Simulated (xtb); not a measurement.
propyne (C₃H₄), singlet, from a rough starting geometry; GFN2-xTB (xtb 6.7.1).

xtb was given this input:
```
$ xtb mol.xyz --gfn 2 --opt vtight --json

# file mol.xyz
7

C      0.00620990     0.00025752     0.47147549
C     -0.00891908     0.00212268     1.70011069
C     -0.00916820    -0.01713009    -0.96633876
H     -0.07812503    -0.07725620     2.76005195
H     -0.07484712     0.99676256    -1.35829471
H      0.91884183    -0.53399088    -1.37849075
H     -0.86915131    -0.50407179    -1.35310909
```

What the program printed (banner, timings and long lists left out):

```
   ID    Z sym.   atoms
    1    6 C      1-3
    2    1 H      4-7

           -------------------------------------------------
          |                Calculation Setup                |
           -------------------------------------------------

           -------------------------------------------------
          |                 G F N 2 - x T B                 |
           -------------------------------------------------

          ...................................................
          :                      SETUP                      :
          :.................................................:
          :  # basis functions                  16          :
          :  # atomic orbitals                  16          :
          :  # shells                           10          :
          :  # electrons                        16          :
          :  max. iterations                   250          :
          :  Hamiltonian                  GFN2-xTB          :
          :  restarted?                      false          :
          :  GBSA solvation                  false          :
          :  PC potential                    false          :
          :  electronic temp.          300.0000000     K    :
          :  accuracy                    1.0000000          :
          :  -> integral cutoff          0.2500000E+02      :
          :  -> integral neglect         0.1000000E-07      :
          :  -> SCF convergence          0.1000000E-05 Eh   :
          :  -> wf. convergence          0.1000000E-03 e    :
          :  Broyden damping             0.4000000          :
          :  net charge                          0          :
          :  unpaired electrons                  0          :
          ...................................................

 iter      E             dE          RMSdq      gap      omega  full diag
   1     -8.5537504 -0.855375E+01  0.767E+00    6.67       0.0  T
   2     -8.5540970 -0.346558E-03  0.472E+00    6.61       1.0  T
   3     -8.4574453  0.966517E-01  0.401E+00    6.81       1.0  T
   4     -8.5654663 -0.108021E+00  0.298E-01    6.53       1.0  T
   5     -8.5655964 -0.130093E-03  0.686E-02    6.54       1.0  T
   6     -8.5655997 -0.339657E-05  0.354E-02    6.54       1.1  T
   7     -8.5656004 -0.679960E-06  0.718E-03    6.54       5.3  T
   8     -8.5656004 -0.128112E-07  0.810E-04    6.54      46.7  T
   9     -8.5656004 -0.231140E-09  0.177E-04    6.54     213.5  T

   *** convergence criteria satisfied after 9 iterations ***

         :::::::::::::::::::::::::::::::::::::::::::::::::::::
         ::                     SUMMARY                     ::
         :::::::::::::::::::::::::::::::::::::::::::::::::::::
         :: total energy              -8.377789856875 Eh    ::
         :: gradient norm              0.098039801112 Eh/a0 ::
         :: HOMO-LUMO gap              6.542369686227 eV    ::
         ::.................................................::
         :: SCC energy                -8.565600410039 Eh    ::
         :: -> isotropic ES            0.002851765563 Eh    ::
         :: -> anisotropic ES          0.000720486145 Eh    ::
         :: -> anisotropic XC          0.011658397327 Eh    ::
         :: -> dispersion             -0.002188882837 Eh    ::
         :: repulsion energy           0.187810553165 Eh    ::
         :: add. restraining           0.000000000000 Eh    ::
         :: total charge               0.000000000000 e     ::
         :::::::::::::::::::::::::::::::::::::::::::::::::::::

      -----------------------------------------------------------
     |                   =====================                   |
     |                        A N C O P T                        |
     |                   =====================                   |
     |               Approximate Normal Coordinate               |
     |                Rational Function Optimizer                |
      -----------------------------------------------------------
      -----------------------------------------------------------
     |                   =====================                   |
     |                        A N C O P T                        |
     |                   =====================                   |
     |               Approximate Normal Coordinate               |
     |                Rational Function Optimizer                |
      -----------------------------------------------------------

          ...................................................
          :                      SETUP                      :
          :.................................................:
          :   optimization level         verytight          :
          :   max. optcycles                   200          :
          :   ANC micro-cycles                  20          :
          :   degrees of freedom                15          :
          :.................................................:
          :   RF solver                   davidson          :
          :   write xtbopt.log                true          :
          :   linear?                        false          :
          :   energy convergence         0.1000000E-06 Eh   :
          :   grad. convergence          0.2000000E-03 Eh/α :
          :   maxmium RF displ.          1.0000000          :
          :   Hlow (freq-cutoff)         0.1000000E-01      :
          :   Hmax (freq-cutoff)         5.0000000          :
          :   S6 in model hess.         20.0000000          :
          ...................................................

generating ANC from exact Hessian ...
Using Lindh-Hessian (1995)
 Shifting diagonal of input Hessian by    8.6248388908006443E-003
 Lowest  eigenvalues of input Hessian
    0.000000    0.000000    0.000000    0.000000    0.000000    0.000000
    0.010000    0.011978    0.057235    0.095632    0.103130    0.115186
    0.132586    0.199956    0.303665    0.587962    0.651670    1.043724
[...]
 * total energy  :    -8.3777899 Eh     change       -0.4317968E-10 Eh
 * total energy  :    -8.3824193 Eh     change       -0.4629426E-02 Eh
 * total energy  :    -8.3827602 Eh     change       -0.3409225E-03 Eh
 * total energy  :    -8.3828254 Eh     change       -0.6515911E-04 Eh
 * total energy  :    -8.3828614 Eh     change       -0.3600904E-04 Eh
 * total energy  :    -8.3828798 Eh     change       -0.1837837E-04 Eh
 * total energy  :    -8.3828881 Eh     change       -0.8333625E-05 Eh
 * total energy  :    -8.3828912 Eh     change       -0.3071391E-05 Eh
 * total energy  :    -8.3828948 Eh     change       -0.3634639E-05 Eh
 * total energy  :    -8.3828970 Eh     change       -0.2236270E-05 Eh
 * total energy  :    -8.3828973 Eh     change       -0.2337897E-06 Eh
 * total energy  :    -8.3828973 Eh     change       -0.1190309E-07 Eh
   *** GEOMETRY OPTIMIZATION CONVERGED AFTER 12 ITERATIONS ***
[...]
          :  electronic temp.          300.0000000     K    :
          :  accuracy                    1.0000000          :
          :  -> integral cutoff          0.2500000E+02      :
          :  -> integral neglect         0.1000000E-07      :
          :  -> SCF convergence          0.1000000E-05 Eh   :
          :  -> wf. convergence          0.1000000E-03 e    :
          :  Broyden damping             0.4000000          :
          :  net charge                          0          :
          :  unpaired electrons                  0          :
          ...................................................

 iter      E             dE          RMSdq      gap      omega  full diag
   1     -8.5941761 -0.859418E+01  0.209E-05    7.08       0.0  T
   2     -8.5941761 -0.442313E-12  0.109E-05    7.08    3478.8  T
   3     -8.5941761 -0.710543E-14  0.471E-06    7.08    8020.2  T

   *** convergence criteria satisfied after 3 iterations ***

         :::::::::::::::::::::::::::::::::::::::::::::::::::::
         ::                     SUMMARY                     ::
         :::::::::::::::::::::::::::::::::::::::::::::::::::::
         :: total energy              -8.382897273788 Eh    ::
         :: gradient norm              0.000809918571 Eh/a0 ::
         :: HOMO-LUMO gap              7.075903592937 eV    ::
         ::.................................................::
         :: SCC energy                -8.594176018956 Eh    ::
         :: -> isotropic ES            0.002872765352 Eh    ::
         :: -> anisotropic ES          0.000538987198 Eh    ::
         :: -> anisotropic XC          0.011020315721 Eh    ::
         :: -> dispersion             -0.002197544096 Eh    ::
         :: repulsion energy           0.211278745169 Eh    ::
         :: add. restraining           0.000000000000 Eh    ::
         :: total charge              -0.000000000000 e     ::
         :::::::::::::::::::::::::::::::::::::::::::::::::::::

           -------------------------------------------------
          |                Property Printout                |
           -------------------------------------------------

    * Orbital Energies and Occupations

         #    Occupation            Energy/Eh            Energy/eV
      -------------------------------------------------------------
         1        2.0000           -0.6108894             -16.6231
         2        2.0000           -0.5894091             -16.0386
         3        2.0000           -0.5170332             -14.0692
         4        2.0000           -0.4885865             -13.2951
         5        2.0000           -0.4885631             -13.2945
         6        2.0000           -0.4671096             -12.7107
         7        2.0000           -0.3998733             -10.8811
         8        2.0000           -0.3998120             -10.8794 (HOMO)
         9                         -0.1397773              -3.8035 (LUMO)
        10                         -0.1396342              -3.7996
        11                          0.0744905               2.0270
        12                          0.1737256               4.7273
        13                          0.2334003               6.3511
        14                          0.2340575               6.3690
        15                          0.3415463               9.2939
        16                          1.4482294              39.4083
      -------------------------------------------------------------
                  HL-Gap            0.2600347 Eh            7.0759 eV
             Fermi-level           -0.2697946 Eh           -7.3415 eV

     #   Z          covCN         q      C6AA      α(0)
     1   6 C        1.960    -0.024    31.704     9.093
     2   6 C        1.909    -0.119    34.418     9.475
     3   6 C        3.753    -0.087    22.221     6.722
     4   1 H        0.928     0.069     2.098     2.265
     5   1 H        0.925     0.054     2.276     2.359
     6   1 H        0.925     0.054     2.277     2.360
     7   1 H        0.925     0.054     2.276     2.359

 Mol. C6AA /au·bohr⁶  :        491.133888
 Mol. C8AA /au·bohr⁸  :      11627.698634
 Mol. α(0) /au        :         34.632188

Wiberg/Mayer (AO) data.
largest (>0.10) Wiberg bond orders for each atom

 ---------------------------------------------------------------------------
     #   Z sym  total        # sym  WBO       # sym  WBO       # sym  WBO
 ---------------------------------------------------------------------------
     1   6 C    3.979 --     2 C    2.896     3 C    1.067
     2   6 C    3.975 --     1 C    2.896     4 H    0.973
     3   6 C    3.997 --     1 C    1.067     6 H    0.965     5 H    0.965
                             7 H    0.965
     4   1 H    0.995 --     2 C    0.973
     5   1 H    0.997 --     3 C    0.965
     6   1 H    0.997 --     3 C    0.965
     7   1 H    0.997 --     3 C    0.965
 ---------------------------------------------------------------------------

Topologies differ in total number of bonds
Writing topology from bond orders to xtbtopo.mol

molecular dipole:
                 x           y           z       tot (Debye)
 q only:       -0.001       0.005      -0.290
   full:       -0.003       0.006      -0.304       0.774
molecular quadrupole (traceless):
                xx          xy          yy          xz          yz          zz
 q only:       -0.526       0.000      -0.527      -0.016       0.012       1.054
  q+dip:       -2.213      -0.000      -2.216      -0.099      -0.010       4.429
   full:       -1.193      -0.000      -1.195      -0.056       0.009       2.388

optimized geometry written to: xtbopt.xyz

           -------------------------------------------------
          | TOTAL ENERGY               -8.382897273788 Eh   |
          | GRADIENT NORM               0.000809918571 Eh/α |
          | HOMO-LUMO GAP               7.075903592937 eV   |
           -------------------------------------------------

normal termination of xtb
```
